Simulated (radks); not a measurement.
Polarisability of the aluminium ion Al2+, [Ne] 3s1, at imaginary frequency. All-electron calculation, scalar-relativistic Kohn-Sham, LDA (Slater exchange, Perdew-Wang correlation), spin-polarised, spherical densities, finite nucleus; open shells are filled with parallel spins first; Fermi nuclear charge, rms radius 3.061 fm. Program: a radial shooting solver on a logarithmic mesh with Libxc functionals. Response by self-consistent Sternheimer equations with the Hartree and adiabatic LDA kernel, the relativistic mass of each level held fixed and spin-orbit coupling left out.

| w (hartree) | alpha1(iw) (bohr^3) | alpha2(iw) (bohr^5) |
|---|---|---|
| 0.00266 | 12.49 | 37.10 |
| 0.0143 | 12.45 | 37.07 |
| 0.0360 | 12.26 | 36.92 |
| 0.0697 | 11.68 | 36.44 |
| 0.118 | 10.42 | 35.26 |
| 0.186 | 8.389 | 32.87 |
| 0.280 | 5.973 | 28.72 |
| 0.413 | 3.799 | 22.75 |
| 0.605 | 2.239 | 15.88 |
| 0.892 | 1.277 | 9.650 |
| 1.35 | 0.7310 | 5.130 |
| 2.12 | 0.4265 | 2.396 |
| 3.59 | 0.2394 | 0.9638 |
| 6.94 | 0.1062 | 0.3042 |
| 17.5 | 0.02498 | 0.05541 |

Static values: alpha1 = 12.49 bohr^3 (1.851 angstrom^3; uncoupled 14.72), alpha2 = 37.10 bohr^5, alpha3 = 213.3 bohr^7. C6 = 32.20, C8 = 632.6, triple-dipole C9 = 293.7 atomic units. One-pole (London) frequency 4 C6 / (3 alpha1^2) = 0.275 hartree, against 0.903 for minus the highest occupied eigenvalue.
